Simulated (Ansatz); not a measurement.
Ansatz (a program for electronic structure) input (B3LYP/6-31G* with LANL2DZ past Ar): The .json file joins the Basis Set Exchange's 6-31G* for atoms up to Ar and LANL2DZ past it.

Ansatz 0.2 input:
```yaml
crystal:
  periodic: [false, false, false]
  atoms:
    - {symbol: Sn, position_ang: [-0.00000000, -0.00000000, -0.53972607]}
    - {symbol: S, position_ang: [0.00000000, 0.00000000, 1.68664397]}
basis:
  gaussian:
    orbitals: 6-31Gs+LANL2DZ.json
hamiltonian:
  xc: {name: B3LYP}
phonons: {temperatures: {t_min: 298.15, t_max: 298.15, t_step: 100}}
```

Output:

```
Functional definition: B3LYP
integrals: 0.01 GiB planned
306 factors; integrals over basis functions are off by at most 2.4e-4 eV
mean field: 0.07 GiB planned
mean field evaluation 1: about -10924.0277 eV, gradient 3.0e1 eV
mean field evaluation 2: about -10876.1368 eV, gradient 9.6e1 eV
mean field evaluation 4: about -10928.0229 eV, gradient 1.5e0 eV
mean field evaluation 8: about -10928.0313 eV, gradient 8.2e-2 eV
mean field -10928.03136375 eV, -401.5977453320 hartree, gradient 3.8e-5 eV, S^2 0.000000; 0 other end points of the search recorded, 0 dependent functions left out
the calculation of the forces begins
reference -10928.03154421 eV, -401.5977519639 hartree; 10, 10 occupied and 17, 17 virtual orbitals, 306 factors
these checks for a lower state are left out or cut short: stability, starts, cluster_reference, orbital_swaps, neighbouring_geometries, increment
integrals: 0.01 GiB planned
306 factors; integrals over basis functions are off by at most 2.4e-4 eV
mean field: 0.07 GiB planned
mean field evaluation 16: about -10928.0333 eV, gradient 9.6e-2 eV
mean field -10928.03136375 eV, -401.5977453320 hartree, gradient 1.8e-7 eV, S^2 0.000000; 0 other end points of the search recorded, 0 dependent functions left out
the calculation of the forces begins
reference -10928.03154421 eV, -401.5977519639 hartree; 10, 10 occupied and 17, 17 virtual orbitals, 306 factors
these checks for a lower state are left out or cut short: stability, starts, cluster_reference, orbital_swaps, neighbouring_geometries, increment
integrals: 0.01 GiB planned
306 factors; integrals over basis functions are off by at most 2.4e-4 eV
mean field: 0.07 GiB planned
mean field -10928.03136375 eV, -401.5977453320 hartree, gradient 1.8e-7 eV, S^2 0.000000; 0 other end points of the search recorded, 0 dependent functions left out
the calculation of the forces begins
reference -10928.03154421 eV, -401.5977519639 hartree; 10, 10 occupied and 17, 17 virtual orbitals, 306 factors
these checks for a lower state are left out or cut short: stability, starts, cluster_reference, orbital_swaps, neighbouring_geometries, increment
integrals: 0.01 GiB planned
306 factors; integrals over basis functions are off by at most 2.4e-4 eV
mean field: 0.07 GiB planned
mean field evaluation 32: about -10928.0314 eV, gradient 2.5e-5 eV
mean field -10928.03136375 eV, -401.5977453320 hartree, gradient 1.8e-7 eV, S^2 0.000000; 0 other end points of the search recorded, 0 dependent functions left out
the calculation of the forces begins
reference -10928.03154421 eV, -401.5977519639 hartree; 10, 10 occupied and 17, 17 virtual orbitals, 306 factors
these checks for a lower state are left out or cut short: stability, starts, cluster_reference, orbital_swaps, neighbouring_geometries, increment
integrals: 0.01 GiB planned
306 factors; integrals over basis functions are off by at most 2.4e-4 eV
mean field: 0.07 GiB planned
mean field -10928.03136375 eV, -401.5977453320 hartree, gradient 1.8e-7 eV, S^2 0.000000; 0 other end points of the search recorded, 0 dependent functions left out
the calculation of the forces begins
reference -10928.03154421 eV, -401.5977519639 hartree; 10, 10 occupied and 17, 17 virtual orbitals, 306 factors
these checks for a lower state are left out or cut short: stability, starts, cluster_reference, orbital_swaps, neighbouring_geometries, increment
integrals: 0.01 GiB planned
306 factors; integrals over basis functions are off by at most 2.4e-4 eV
mean field: 0.07 GiB planned
mean field -10928.03130250 eV, -401.5977430813 hartree, gradient 2.4e-6 eV, S^2 0.000000; 0 other end points of the search recorded, 0 dependent functions left out
the calculation of the forces begins
reference -10928.03148299 eV, -401.5977497142 hartree; 10, 10 occupied and 17, 17 virtual orbitals, 306 factors
these checks for a lower state are left out or cut short: stability, starts, cluster_reference, orbital_swaps, neighbouring_geometries, increment
integrals: 0.01 GiB planned
306 factors; integrals over basis functions are off by at most 2.4e-4 eV
mean field: 0.07 GiB planned
mean field -10928.03130279 eV, -401.5977430919 hartree, gradient 2.5e-6 eV, S^2 0.000000; 0 other end points of the search recorded, 0 dependent functions left out
the calculation of the forces begins
reference -10928.03148323 eV, -401.5977497228 hartree; 10, 10 occupied and 17, 17 virtual orbitals, 306 factors
these checks for a lower state are left out or cut short: stability, starts, cluster_reference, orbital_swaps, neighbouring_geometries, increment
integrals: 0.01 GiB planned
306 factors; integrals over basis functions are off by at most 2.4e-4 eV
mean field: 0.07 GiB planned
mean field evaluation 64: about -10928.0314 eV, gradient 1.8e-7 eV
mean field -10928.03136375 eV, -401.5977453320 hartree, gradient 1.8e-7 eV, S^2 0.000000; 0 other end points of the search recorded, 0 dependent functions left out
the calculation of the forces begins
reference -10928.03154421 eV, -401.5977519639 hartree; 10, 10 occupied and 17, 17 virtual orbitals, 306 factors
these checks for a lower state are left out or cut short: stability, starts, cluster_reference, orbital_swaps, neighbouring_geometries, increment
integrals: 0.01 GiB planned
306 factors; integrals over basis functions are off by at most 2.4e-4 eV
mean field: 0.07 GiB planned
mean field -10928.03136375 eV, -401.5977453320 hartree, gradient 1.8e-7 eV, S^2 0.000000; 0 other end points of the search recorded, 0 dependent functions left out
the calculation of the forces begins
reference -10928.03154421 eV, -401.5977519639 hartree; 10, 10 occupied and 17, 17 virtual orbitals, 306 factors
these checks for a lower state are left out or cut short: stability, starts, cluster_reference, orbital_swaps, neighbouring_geometries, increment
integrals: 0.01 GiB planned
306 factors; integrals over basis functions are off by at most 2.4e-4 eV
mean field: 0.07 GiB planned
mean field -10928.03136375 eV, -401.5977453320 hartree, gradient 1.8e-7 eV, S^2 0.000000; 0 other end points of the search recorded, 0 dependent functions left out
the calculation of the forces begins
reference -10928.03154421 eV, -401.5977519639 hartree; 10, 10 occupied and 17, 17 virtual orbitals, 306 factors
these checks for a lower state are left out or cut short: stability, starts, cluster_reference, orbital_swaps, neighbouring_geometries, increment
integrals: 0.01 GiB planned
306 factors; integrals over basis functions are off by at most 2.4e-4 eV
mean field: 0.07 GiB planned
mean field -10928.03136375 eV, -401.5977453320 hartree, gradient 1.8e-7 eV, S^2 0.000000; 0 other end points of the search recorded, 0 dependent functions left out
the calculation of the forces begins
reference -10928.03154421 eV, -401.5977519639 hartree; 10, 10 occupied and 17, 17 virtual orbitals, 306 factors
these checks for a lower state are left out or cut short: stability, starts, cluster_reference, orbital_swaps, neighbouring_geometries, increment
integrals: 0.01 GiB planned
306 factors; integrals over basis functions are off by at most 2.4e-4 eV
mean field: 0.07 GiB planned
mean field -10928.03130279 eV, -401.5977430919 hartree, gradient 2.5e-6 eV, S^2 0.000000; 0 other end points of the search recorded, 0 dependent functions left out
the calculation of the forces begins
reference -10928.03148323 eV, -401.5977497228 hartree; 10, 10 occupied and 17, 17 virtual orbitals, 306 factors
these checks for a lower state are left out or cut short: stability, starts, cluster_reference, orbital_swaps, neighbouring_geometries, increment
integrals: 0.01 GiB planned
306 factors; integrals over basis functions are off by at most 2.4e-4 eV
mean field: 0.07 GiB planned
mean field evaluation 96: about -10928.0313 eV, gradient 1.3e-4 eV
mean field -10928.03130250 eV, -401.5977430813 hartree, gradient 2.4e-6 eV, S^2 0.000000; 0 other end points of the search recorded, 0 dependent functions left out
the calculation of the forces begins
reference -10928.03148299 eV, -401.5977497142 hartree; 10, 10 occupied and 17, 17 virtual orbitals, 306 factors
Total energy: -10928.03154421 eV, -401.5977519639 hartree
Atom 0 at    -0.000000    -0.000000    -0.539726 Å, force    -0.000000    -0.000000     0.000026 eV/Å
Atom 1 at     0.000000     0.000000     1.686644 Å, force     0.000000     0.000000    -0.000026 eV/Å
Dipole moment:     0.000000    -0.000000    -0.741420 e Å
Vibrations: 458.94 cm⁻¹, zero-point energy 0.028451 eV
```

The blocks after the first are displaced geometries, from whose forces the wavenumbers follow.
